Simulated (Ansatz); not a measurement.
**Which is lower?**

The two ends of one reaction step of SiN$_{2}$H$_{9}$OF, closed shell (PBE0-D4/def2-TZVP).

A:

Si1  (-0.459, 0.267, -0.587)
N2  (0.408, -1.774, 0.186)
H3  (0.046, -0.328, -1.848)
H4  (-1.645, -0.302, 0.099)
N5  (-1.048, 1.804, -1.172)
H6  (1.094, 0.140, 1.829)
O7  (0.742, 0.808, 0.483)
H8  (0.508, -1.772, 1.199)
F9  (1.258, -0.414, 2.599)
H10  (1.327, -1.948, -0.204)
H11  (-0.196, -2.541, -0.082)
H12  (-0.906, 2.073, -2.131)
H13  (-1.888, 2.219, -0.803)
H14  (0.759, 1.769, 0.432)
(Å)

B:

```
atom    x (Å)    y (Å)    z (Å)
 Si1  -1.0202  -0.5847  -0.9599
  N2   0.3327  -1.5778  -0.3995
  H3  -1.4765  -0.9639  -2.3243
  H4  -2.0834  -0.9213   0.0245
  N5  -0.4839   1.0168  -1.0368
  H6   0.7623   1.0997   1.8414
  O7   0.4491   1.9888   1.6019
  H8   0.8736  -1.0140   0.9459
  F9   1.2019  -0.6363   1.8000
 H10   1.1286  -1.5789  -1.0277
 H11   0.0865  -2.5401  -0.1948
 H12  -0.7687   1.6127  -1.7945
 H13  -0.2054   1.5316  -0.2036
 H14   1.2034   2.5673   1.7274
```

Program: Ansatz 0.2.0. Basis: def2-TZVPP. Cores are frozen in the correlated methods. B3LYP uses VWN-RPA correlation.

Question: Which structure is lower at CCSD(T), and by how much? (An estimate is asked for; the value comes from the calculation.)

Answer: Computed: A, by 0.219 eV (electronic energy, against the other). By their contacts, A is a complex of SiNH₅O ([NH2][SiH2][OH]) + NH₃ + HF and B is a complex of SiN₂H₆ ([NH2][SiH2][NH2]) + H₂O + HF.

All methods give the same order:

```csv
method,E(B) − E(A) (eV)
SPW92,0.208
PBE-D4,0.139
BLYP-D4,0.115
r2SCAN-D4,0.204
B97M-V,0.235
PBE0-D4,0.168
B3LYP-D4,0.138
r2SCAN0-D4,0.216
BHLYP-D4,0.181
CAM-B3LYP-D4,0.162
wB97X-V,0.209
wB97M-V,0.247
B2PLYP,0.165
PBE-QIDH,0.213
RPA on PBE,0.217
HF,0.158
MP2,0.215
CCSD,0.215
CCSD(T),0.219
```

No T1 diagnostic of these runs exceeds 0.011.

Labels in which every atom is bracketed show which atoms are joined, not bond orders.

For scale, one of the runs: CCSD(T)/def2-TZVPP, 292 basis functions, launched by `ansatz run in.yaml --threads 8 --pin off --events-out ev --progress --plain --max-ram 19148MiB`. The run took 5.2 min on 8 CPU threads of an Intel Xeon (shared host), with 9.8 GiB of host memory at its peak.
